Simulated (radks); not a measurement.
Valence configurations of the iron ion Fe+ (all share [Ar]). Method: scalar-relativistic Kohn-Sham, PBE, spin-polarised, spherical densities, point nucleus; open shells are filled with parallel spins first; computed with a radial shooting solver on a logarithmic mesh with Libxc functionals. Energies are relative to 3d6 4s1; eigenvalues in eV for spin up.

\begin{tabular}{lrrrrr}
valence & E (eV) & moment (Bohr magnetons) & e(3d) & e(4p) & e(4s) \\ \hline
3d6 4s1 & 0.000 & 5 & -17.360 & - & -13.070 \\
3d6.5 4s0.5 & 0.101 & 4 & -14.798 & - & -12.097 \\
3d7 & 0.559 & 3 & -12.523 & - & - \\
3d6 4s0.5 4p0.5 & 2.612 & 5 & -18.052 & -8.231 & -13.481 \\
3d5.5 4s1 4p0.5 & 3.131 & 6 & -20.876 & -8.889 & -14.447 \\
3d5 4s2 & 3.533 & 5 & -23.344 & - & -14.510 \\
3d6 4p1 & 5.248 & 5 & -18.726 & -8.586 & - \\
3d5.5 4s0.5 4p1 & 5.921 & 6 & -21.546 & -9.230 & -14.831 \\
3d5 4s1 4p1 & 7.154 & 7 & -24.609 & -9.875 & -15.787 \\
3d4 4s1 4p2 & 24.681 & 7 & -32.189 & -11.760 & -18.326 \\
\end{tabular}

NIST lists [Ar] 3d6 4s1 as the ground configuration; this level of theory agrees among the configurations tried. The energies are those of spherical high-spin densities, not of single terms.
